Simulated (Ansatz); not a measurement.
ClHfI₃ (`[Cl][Hf]([I])([I])[I]`) at its PBE0-D4/def2-TZVP geometry, where that method's forces vanish. Charge 0, multiplicity 1. Hf, I takes the def2 core potential.

```xyz
5

Cl    1.2207    0.9088    1.8307
Hf    0.0364    0.0271    0.0545
I     0.5049   -2.6062   -0.1056
I    -2.5817    0.4520    0.4345
I     0.8197    1.2183   -2.2141
```

(1) What forces (eV/Å) does PBE-D4/def2-TZVPP give on these atoms in Ansatz 0.2.0? (Estimate.)

## Answers

(1) The calculation gave: 
```
Cl1  0.107  0.080  0.161
Hf2 -0.021 -0.016 -0.032
I3   0.027 -0.159 -0.011
I4  -0.158  0.025  0.021
I5   0.046  0.071 -0.138
```
